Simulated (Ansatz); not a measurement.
A short molecular-dynamics run on CH5NSSi (`NC([SiH3])=S`).

```yaml
crystal:
  periodic: [false, false, false]
  atoms:
    - {symbol: N, position_ang: [-0.228881, 1.390578, -0.630580]}
    - {symbol: C, position_ang: [0.001400, 0.078450, -0.716868]}
    - {symbol: Si, position_ang: [0.167501, -0.949365, 0.863365]}
    - {symbol: S, position_ang: [0.157323, -0.739640, -2.132814]}
    - {symbol: H, position_ang: [-0.316913, 1.936017, -1.475916]}
    - {symbol: H, position_ang: [-0.318434, 1.855005, 0.257013]}
    - {symbol: H, position_ang: [1.515978, -1.558730, 0.889394]}
    - {symbol: H, position_ang: [-0.890214, -1.984492, 0.865560]}
    - {symbol: H, position_ang: [0.000838, -0.074222, 2.063748]}
basis:
  gaussian: {orbitals: def2-SVP}
hamiltonian: {xc: {name: BLYP}}
md: {timestep: 1 fs, n_steps: 20, ensemble: nvt_nose_hoover, temperature: 300, initial_velocities: maxwell_boltzmann, seed: 678}
```

```sh
$ ansatz run in.yaml --threads 2 --pin off --events-out ev --progress --plain --max-ram 4352MiB
```

| step | time (fs) | potential energy (eV) | kinetic (eV) | T (K) | conserved (eV) |
| --- | --- | --- | --- | --- | --- |
| 0 | 0.0 | -21312.0769 | 0.2714 | 300 | -21311.8055 |
| 1 | 1.0 | -21312.0764 | 0.2707 | 299 | -21311.8056 |
| 2 | 2.0 | -21312.0570 | 0.2520 | 279 | -21311.8050 |
| 3 | 3.0 | -21312.0282 | 0.2239 | 247 | -21311.8043 |
| 4 | 4.0 | -21312.0002 | 0.1962 | 217 | -21311.8040 |
| 5 | 5.0 | -21311.9780 | 0.1739 | 192 | -21311.8041 |
| 6 | 6.0 | -21311.9604 | 0.1563 | 173 | -21311.8042 |
| 7 | 7.0 | -21311.9480 | 0.1444 | 160 | -21311.8037 |
| 8 | 8.0 | -21311.9475 | 0.1438 | 159 | -21311.8039 |
| 9 | 9.0 | -21311.9552 | 0.1504 | 166 | -21311.8050 |
| 10 | 10.0 | -21311.9564 | 0.1517 | 168 | -21311.8050 |
| 11 | 11.0 | -21311.9503 | 0.1463 | 162 | -21311.8044 |
| 12 | 12.0 | -21311.9444 | 0.1406 | 155 | -21311.8043 |
| 13 | 13.0 | -21311.9408 | 0.1372 | 152 | -21311.8042 |
| 14 | 14.0 | -21311.9411 | 0.1377 | 152 | -21311.8041 |
| 15 | 15.0 | -21311.9459 | 0.1424 | 157 | -21311.8043 |
| 16 | 16.0 | -21311.9521 | 0.1488 | 164 | -21311.8044 |
| 17 | 17.0 | -21311.9585 | 0.1552 | 172 | -21311.8045 |
| 18 | 18.0 | -21311.9628 | 0.1592 | 176 | -21311.8051 |
| 19 | 19.0 | -21311.9583 | 0.1552 | 171 | -21311.8048 |
| 20 | 20.0 | -21311.9495 | 0.1476 | 163 | -21311.8038 |

Velocities are drawn at the set temperature; a run this short doesn't reach equilibrium.

Frames (Å, forces in eV/Å):

```xyz
9
time=0.0 fs
N    -0.229    1.391   -0.631   -0.078    0.439    0.103
C     0.001    0.078   -0.717    0.071   -0.427    0.395
Si    0.168   -0.949    0.863    0.004   -0.029    0.125
S     0.157   -0.740   -2.133    0.108   -0.563   -1.017
H    -0.317    1.936   -1.476   -0.068    0.418   -0.604
H    -0.318    1.855    0.257   -0.075    0.395    0.627
H     1.516   -1.559    0.889    0.238   -0.136    0.047
H    -0.890   -1.984    0.866   -0.178   -0.210    0.043
H     0.001   -0.074    2.064   -0.023    0.114    0.281
9
time=1.0 fs
N    -0.228    1.391   -0.636   -0.119    0.501    1.014
C    -0.008    0.074   -0.721    0.143   -0.233    0.678
Si    0.170   -0.952    0.865   -0.147    0.076    0.245
S     0.158   -0.737   -2.132    0.117   -0.709   -1.244
H    -0.294    1.927   -1.485   -0.095    0.579   -0.686
H    -0.318    1.857    0.274   -0.006    0.061   -0.198
H     1.525   -1.553    0.915    0.156   -0.141   -0.011
H    -0.910   -1.979    0.865   -0.013   -0.118    0.072
H     0.012   -0.056    2.066   -0.036   -0.015    0.130
9
time=2.0 fs
N    -0.227    1.392   -0.640   -0.170    0.674    1.403
C    -0.018    0.070   -0.724    0.207   -0.001    0.926
Si    0.172   -0.955    0.867   -0.269    0.159    0.378
S     0.159   -0.734   -2.131    0.126   -0.841   -1.446
H    -0.272    1.923   -1.501   -0.092    0.496   -0.411
H    -0.317    1.859    0.289    0.048   -0.187   -0.854
H     1.536   -1.550    0.941    0.039   -0.130   -0.071
H    -0.929   -1.975    0.865    0.159   -0.020    0.100
H     0.024   -0.038    2.070   -0.049   -0.149   -0.025
9
time=3.0 fs
N    -0.227    1.394   -0.643   -0.189    0.813    1.214
C    -0.028    0.066   -0.727    0.268    0.250    1.118
Si    0.174   -0.958    0.868   -0.355    0.228    0.503
S     0.159   -0.731   -2.130    0.133   -0.953   -1.608
H    -0.251    1.925   -1.521   -0.087    0.248    0.095
H    -0.316    1.859    0.296    0.071   -0.271   -1.155
H     1.547   -1.547    0.966   -0.091   -0.109   -0.131
H    -0.947   -1.971    0.867    0.314    0.061    0.124
H     0.035   -0.022    2.074   -0.064   -0.268   -0.159
9
time=4.0 fs
N    -0.226    1.396   -0.646   -0.159    0.778    0.640
C    -0.037    0.062   -0.728    0.328    0.497    1.241
Si    0.176   -0.961    0.870   -0.406    0.294    0.600
S     0.160   -0.729   -2.131    0.136   -1.036   -1.715
H    -0.231    1.928   -1.540   -0.098   -0.021    0.600
H    -0.314    1.857    0.291    0.061   -0.178   -1.060
H     1.557   -1.545    0.990   -0.214   -0.087   -0.192
H    -0.962   -1.966    0.869    0.433    0.112    0.144
H     0.045   -0.008    2.076   -0.081   -0.359   -0.257
9
time=5.0 fs
N    -0.226    1.399   -0.648   -0.086    0.494   -0.114
C    -0.046    0.058   -0.729    0.392    0.715    1.289
Si    0.177   -0.964    0.872   -0.428    0.361    0.658
S     0.161   -0.726   -2.131    0.132   -1.087   -1.760
H    -0.212    1.932   -1.553   -0.123   -0.201    0.922
H    -0.312    1.854    0.277    0.019    0.075   -0.598
H     1.565   -1.545    1.011   -0.310   -0.070   -0.249
H    -0.973   -1.961    0.873    0.502    0.125    0.158
H     0.054    0.002    2.075   -0.099   -0.412   -0.308
9
time=6.0 fs
N    -0.225    1.402   -0.650    0.003   -0.012   -0.837
C    -0.054    0.055   -0.729    0.463    0.885    1.267
Si    0.179   -0.966    0.875   -0.427    0.434    0.670
S     0.162   -0.725   -2.132    0.120   -1.103   -1.741
H    -0.194    1.933   -1.557   -0.148   -0.241    0.971
H    -0.309    1.850    0.257   -0.043    0.426    0.110
H     1.570   -1.544    1.031   -0.366   -0.065   -0.299
H    -0.979   -1.954    0.878    0.517    0.098    0.168
H     0.063    0.009    2.072   -0.118   -0.422   -0.309
9
time=7.0 fs
N    -0.225    1.405   -0.653    0.065   -0.595   -1.213
C    -0.063    0.052   -0.727    0.542    0.989    1.179
Si    0.180   -0.969    0.877   -0.412    0.513    0.632
S     0.163   -0.723   -2.134    0.099   -1.085   -1.661
H    -0.177    1.932   -1.552   -0.157   -0.127    0.720
H    -0.307    1.851    0.237   -0.099    0.733    0.771
H     1.571   -1.545    1.048   -0.376   -0.072   -0.341
H    -0.980   -1.946    0.885    0.476    0.031    0.172
H     0.070    0.011    2.066   -0.137   -0.389   -0.259
9
time=8.0 fs
N    -0.224    1.408   -0.656    0.054   -1.035   -0.898
C    -0.071    0.051   -0.725    0.627    1.023    1.032
Si    0.182   -0.971    0.880   -0.389    0.595    0.542
S     0.163   -0.722   -2.136    0.070   -1.036   -1.526
H    -0.162    1.930   -1.540   -0.139    0.120    0.205
H    -0.306    1.859    0.226   -0.114    0.807    1.005
H     1.569   -1.546    1.061   -0.338   -0.091   -0.371
H    -0.976   -1.938    0.893    0.384   -0.068    0.172
H     0.076    0.010    2.057   -0.155   -0.314   -0.161
9
time=9.0 fs
N    -0.224    1.409   -0.661   -0.040   -1.172    0.092
C    -0.078    0.050   -0.722    0.715    0.992    0.835
Si    0.183   -0.973    0.883   -0.365    0.672    0.407
S     0.164   -0.721   -2.139    0.034   -0.962   -1.347
H    -0.148    1.929   -1.526   -0.093    0.414   -0.417
H    -0.306    1.875    0.224   -0.078    0.569    0.675
H     1.564   -1.548    1.071   -0.255   -0.121   -0.390
H    -0.969   -1.930    0.904    0.252   -0.189    0.168
H     0.081    0.006    2.047   -0.170   -0.203   -0.023
9
time=10.0 fs
N    -0.224    1.411   -0.665   -0.166   -0.969    1.208
C    -0.085    0.050   -0.718    0.802    0.907    0.598
Si    0.184   -0.975    0.886   -0.352    0.738    0.242
S     0.165   -0.721   -2.142   -0.007   -0.868   -1.133
H    -0.135    1.933   -1.516   -0.046    0.591   -0.856
H    -0.307    1.896    0.228   -0.013    0.145    0.039
H     1.556   -1.551    1.077   -0.138   -0.158   -0.396
H    -0.960   -1.925    0.915    0.100   -0.317    0.159
H     0.084    0.000    2.036   -0.180   -0.070    0.139
9
time=11.0 fs
N    -0.223    1.411   -0.668   -0.247   -0.471    1.823
C    -0.091    0.050   -0.714    0.884    0.780    0.332
Si    0.185   -0.976    0.889   -0.362    0.784    0.070
S     0.166   -0.721   -2.145   -0.050   -0.760   -0.893
H    -0.123    1.941   -1.514   -0.039    0.492   -0.856
H    -0.308    1.919    0.233    0.044   -0.270   -0.533
H     1.547   -1.556    1.079   -0.003   -0.194   -0.393
H    -0.949   -1.922    0.929   -0.045   -0.428    0.147
H     0.085   -0.007    2.027   -0.183    0.067    0.303
9
time=12.0 fs
N    -0.223    1.411   -0.670   -0.246    0.176    1.746
C    -0.097    0.052   -0.709    0.958    0.625    0.052
Si    0.186   -0.978    0.893   -0.403    0.800   -0.080
S     0.167   -0.721   -2.149   -0.095   -0.643   -0.637
H    -0.111    1.955   -1.521   -0.087    0.127   -0.443
H    -0.308    1.939    0.232    0.075   -0.546   -0.828
H     1.538   -1.563    1.078    0.129   -0.221   -0.381
H    -0.939   -1.924    0.943   -0.154   -0.499    0.130
H     0.084   -0.014    2.020   -0.176    0.182    0.440
9
time=13.0 fs
N    -0.223    1.411   -0.671   -0.178    0.734    1.194
C    -0.101    0.054   -0.704    1.020    0.456   -0.227
Si    0.186   -0.979    0.896   -0.478    0.783   -0.178
S     0.168   -0.721   -2.153   -0.140   -0.523   -0.375
H    -0.100    1.969   -1.532   -0.166   -0.329    0.110
H    -0.308    1.954    0.224    0.073   -0.631   -0.790
H     1.530   -1.571    1.073    0.233   -0.230   -0.364
H    -0.930   -1.930    0.959   -0.205   -0.511    0.108
H     0.082   -0.018    2.018   -0.159    0.251    0.522
9
time=14.0 fs
N    -0.223    1.412   -0.671   -0.084    1.000    0.449
C    -0.105    0.056   -0.700    1.070    0.287   -0.490
Si    0.187   -0.979    0.899   -0.576    0.734   -0.203
S     0.169   -0.721   -2.157   -0.183   -0.404   -0.117
H    -0.090    1.981   -1.541   -0.238   -0.692    0.536
H    -0.307    1.963    0.208    0.040   -0.515   -0.440
H     1.525   -1.582    1.064    0.289   -0.212   -0.344
H    -0.923   -1.941    0.976   -0.187   -0.455    0.080
H     0.078   -0.020    2.021   -0.130    0.257    0.529
9
time=15.0 fs
N    -0.224    1.413   -0.671    0.005    0.895   -0.283
C    -0.108    0.058   -0.696    1.105    0.128   -0.719
Si    0.187   -0.980    0.902   -0.678    0.658   -0.154
S     0.170   -0.722   -2.161   -0.224   -0.289    0.129
H    -0.083    1.986   -1.546   -0.276   -0.861    0.703
H    -0.305    1.966    0.188   -0.017   -0.227    0.142
H     1.522   -1.595    1.052    0.285   -0.164   -0.323
H    -0.919   -1.957    0.994   -0.110   -0.340    0.045
H     0.073   -0.020    2.029   -0.089    0.199    0.460
9
time=16.0 fs
N    -0.224    1.415   -0.671    0.056    0.497   -0.777
C    -0.110    0.061   -0.692    1.126   -0.018   -0.904
Si    0.187   -0.980    0.905   -0.761    0.562   -0.047
S     0.170   -0.722   -2.165   -0.262   -0.178    0.353
H    -0.078    1.982   -1.544   -0.267   -0.804    0.573
H    -0.304    1.968    0.169   -0.079    0.121    0.765
H     1.522   -1.610    1.037    0.224   -0.086   -0.298
H    -0.915   -1.975    1.012    0.002   -0.184    0.004
H     0.068   -0.018    2.041   -0.040    0.091    0.330
9
time=17.0 fs
N    -0.224    1.418   -0.671    0.036    0.010   -0.751
C    -0.112    0.063   -0.690    1.132   -0.153   -1.036
Si    0.187   -0.980    0.908   -0.808    0.454    0.086
S     0.171   -0.723   -2.168   -0.294   -0.076    0.547
H    -0.076    1.971   -1.536   -0.206   -0.531    0.160
H    -0.303    1.971    0.158   -0.116    0.339    1.135
H     1.524   -1.625    1.020    0.122    0.012   -0.269
H    -0.911   -1.996    1.031    0.120   -0.015   -0.040
H     0.061   -0.014    2.057    0.014   -0.041    0.167
9
time=18.0 fs
N    -0.224    1.420   -0.672   -0.063   -0.351   -0.081
C    -0.112    0.066   -0.688    1.123   -0.275   -1.114
Si    0.186   -0.980    0.911   -0.812    0.344    0.211
S     0.172   -0.724   -2.172   -0.321    0.017    0.709
H    -0.075    1.955   -1.527   -0.108   -0.105   -0.440
H    -0.304    1.977    0.157   -0.107    0.279    1.031
H     1.527   -1.641    0.999    0.000    0.121   -0.233
H    -0.906   -2.017    1.048    0.221    0.143   -0.084
H     0.055   -0.012    2.074    0.066   -0.172    0.000
9
time=19.0 fs
N    -0.224    1.422   -0.673   -0.195   -0.476    0.919
C    -0.111    0.068   -0.687    1.099   -0.380   -1.141
Si    0.186   -0.980    0.914   -0.776    0.241    0.303
S     0.172   -0.724   -2.176   -0.340    0.098    0.836
H    -0.076    1.938   -1.522   -0.015    0.312   -0.983
H    -0.306    1.986    0.166   -0.056   -0.011    0.527
H     1.530   -1.655    0.977   -0.117    0.225   -0.189
H    -0.899   -2.036    1.066    0.285    0.272   -0.124
H     0.050   -0.011    2.091    0.114   -0.280   -0.148
9
time=20.0 fs
N    -0.225    1.424   -0.674   -0.269   -0.346    1.626
C    -0.110    0.070   -0.686    1.060   -0.460   -1.124
Si    0.185   -0.980    0.917   -0.706    0.155    0.343
S     0.172   -0.725   -2.179   -0.353    0.167    0.932
H    -0.077    1.924   -1.526    0.012    0.510   -1.135
H    -0.308    1.994    0.181    0.007   -0.346   -0.086
H     1.532   -1.667    0.952   -0.211    0.315   -0.139
H    -0.889   -2.053    1.082    0.305    0.359   -0.158
H     0.046   -0.012    2.107    0.155   -0.353   -0.259
```

Run time 33 s (2 threads of an Arm Neoverse V1 on a shared host); peak host memory 0.12 GiB.
